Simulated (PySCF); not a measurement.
## Ionisation energy of Zn by level of theory

Zn [Ar] 3d10 4s2 (1S) → Zn⁺ [Ar] 3d10 4s1 (2S), as a difference of total energies. All numbers are calculated (PySCF 2.14, scalar relativity by spin-free X2C-1e, in x2c-TZVPall (6s5p4d1f, 48 functions)). Correlated levels: valence: [Ar] frozen. The calculations carry no spin-orbit coupling.

```csv
method,ionisation energy (eV)
UHF,7.791
B3LYP,9.630
LDA,9.934
MP2 (valence),8.939
SCS-MP2 (valence),8.971
CCSD (valence),9.065
CCSD(T) (valence),9.163
```

Question: How much does correlation contribute at CCSD(T) (valence)?

Answer: 9.163 − (7.791) = 1.372 eV, measured against UHF.

Errors of the correlated levels include the incompleteness of this basis and the frozen core.

For comparison: 9.394 eV (measured; NIST Atomic Spectra Database, ionization energies).
